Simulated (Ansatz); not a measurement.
CH₇NO₂Si, SMILES `CO[SiH](N)O`, 12 atoms. Charge 0, multiplicity 1. All runs use 4 threads of an Arm Neoverse V1 on a shared host. Correlated methods freeze the cores.

Give the basis size and wall time and peak host memory of each of these runs in Ansatz. RHF-MP2/def2-QZVPP energy; RHF-CCSD(T)/def2-TZVPP energy; RKS PBE0-D4/def2-TZVP frequencies; RKS PBE0-D4/def2-QZVPP energy; direct RPA on PBE orbitals/def2-TZVPP energy; RHF-CCSD(T)/def2-SVP energy; RKS B2PLYP (frozen core)/def2-TZVPP energy; RKS PBE0-D4/def2-TZVPP energy; RKS BHLYP-D4/def2-TZVPP energy; RKS ωB97M-V/def2-QZVPP energy; RKS PBE0-D4/def2-SVP energy; RKS SPW92 (LDA)/def2-TZVPP energy. (Best estimate.)

Computed: Other jobs shared the machine, so times are rough.

```json
{"level": "RKS PBE0-D4/def2-SVP", "job": "energy", "functions": "109", "wall time": "1.1 s", "peak host memory (GiB)": "0.46"}
{"level": "RKS SPW92 (LDA)/def2-TZVPP", "job": "energy", "functions": "264", "wall time": "1.4 s", "peak host memory (GiB)": "0.33"}
{"level": "RKS PBE0-D4/def2-TZVPP", "job": "energy", "functions": "264", "wall time": "3 s", "peak host memory (GiB)": "0.63"}
{"level": "RKS BHLYP-D4/def2-TZVPP", "job": "energy", "functions": "264", "wall time": "3.2 s", "peak host memory (GiB)": "0.65"}
{"level": "RKS B2PLYP (frozen core)/def2-TZVPP", "job": "energy", "functions": "264", "wall time": "6 s", "peak host memory (GiB)": "0.68"}
{"level": "direct RPA on PBE orbitals/def2-TZVPP", "job": "energy", "functions": "264", "wall time": "7 s", "peak host memory (GiB)": "0.69"}
{"level": "RHF-CCSD(T)/def2-SVP", "job": "energy", "functions": "109", "wall time": "7 s", "peak host memory (GiB)": "0.54"}
{"level": "RKS PBE0-D4/def2-QZVPP", "job": "energy", "functions": "508", "wall time": "12 s", "peak host memory (GiB)": "1.8"}
{"level": "RKS ωB97M-V/def2-QZVPP", "job": "energy", "functions": "508", "wall time": "24 s", "peak host memory (GiB)": "2.2"}
{"level": "RHF-MP2/def2-QZVPP", "job": "energy", "functions": "508", "wall time": "39 s", "peak host memory (GiB)": "3.2"}
{"level": "RKS PBE0-D4/def2-TZVP", "job": "frequencies", "functions": "203", "wall time": "2.9 min", "peak host memory (GiB)": "0.5"}
{"level": "RHF-CCSD(T)/def2-TZVPP", "job": "energy", "functions": "264", "wall time": "4.1 min", "peak host memory (GiB)": "6.7"}
```
